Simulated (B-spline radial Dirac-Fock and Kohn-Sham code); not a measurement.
# Photoionisation of cobalt ions at W Kα (59318.2 eV)

Model: independent-particle photoionisation in a Dirac-Hartree-Slater potential with a Latter tail, all multipoles, thresholds from Dirac-Fock ΔSCF. Program: a radial finite-basis atomic code. Cross sections in kb; a dash marks an empty subshell or a threshold above the photon energy.

```tsv
ion	configuration	total	1s	2p1/2	2p3/2	3s	3p3/2
Co	[Ar] 3d7 4s2	0.1103	0.0991	0.000407	0.000680	0.00126	9.48e-05
Co³⁺	[Ar] 3d6	0.1102	0.0991	0.000407	0.000680	0.00128	9.76e-05
Co⁴⁺	[Ar] 3d5	0.1103	0.0991	0.000407	0.000680	0.00131	0.000101
Co²³⁺	[He] 2s2	0.1106	0.100	–	–	–	–
```

Values without a named source are computed, but for edge energies of neutral atoms, which are taken from tables.
